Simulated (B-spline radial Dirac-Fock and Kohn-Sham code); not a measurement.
**What relativity does to the binding energies of Nb⁵⁺**

System: the Nb⁵⁺ ion in the configuration [Ar] 3d10 4s2 4p6.

Both columns are ΔSCF binding energies of the configuration average from a radial finite-basis atomic code: non-relativistic Hartree-Fock with a point nucleus, and Dirac-Fock with a finite nucleus and the Coulomb interaction alone, averaged over the two j levels with weights 2j+1.

```tsv
shell	Hartree-Fock (eV)	Dirac-Fock (eV)	shift (eV)	shift (%)
1s	18666.0	19111.4	+445.34	+2.39
2s	2680.6	2784.8	+104.23	+3.89
2p	2456.1	2483.1	+27.06	+1.10
3s	528.0	547.4	+19.39	+3.67
3p	441.7	446.5	+4.83	+1.09
3d	284.1	280.3	-3.79	-1.34
4s	129.6	132.7	+3.08	+2.38
4p	101.2	101.7	+0.48	+0.48
```

Relativity binds 1s, 2s, 2p, 3s, 3p, 4s, 4p more strongly, among those listed most of all 2s in relative terms, and 3d more weakly, because the contracted s and p shells screen the nucleus better.

Values without a named source are computed, but for edge energies of neutral atoms, which are taken from tables.
